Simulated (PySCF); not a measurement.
C₃H₂, SMILES [C][C][CH2] (connectivity only; charge and spin as stated), neutral, multiplicity 1.

The structure is a stationary point at PBE0-D3(BJ)/def2-TZVP.

Two levels are set side by side: TDA-PBE/def2-TZVPD (PySCF) and TDA-B3LYP/def2-TZVPD (PySCF). Vertical, same geometry. The lowest singlet is HOMO−1→LUMO 100 % with PBE and HOMO→LUMO 100 % with the other functional; states are paired by order. Differences are taken from unrounded values.

| quantity | TDA-B3LYP | TDA-PBE | TDA-PBE minus TDA-B3LYP |
|---|---|---|---|
| lowest singlet excitation (eV) | 1.88 | 1.86 | -0.02 |
| lowest triplet excitation (TDA) (eV) | 1.33 | 0.97 | -0.36 |
| first bright state (f over 0.05) (eV) | 5.83 | 5.89 | 0.05 |
| its oscillator strength | 0.10 | 0.07 | -0.03 |

Rough cost on one machine, each run with all the roots and properties that it gave: TDA-B3LYP against TDA-PBE within a factor of 2.
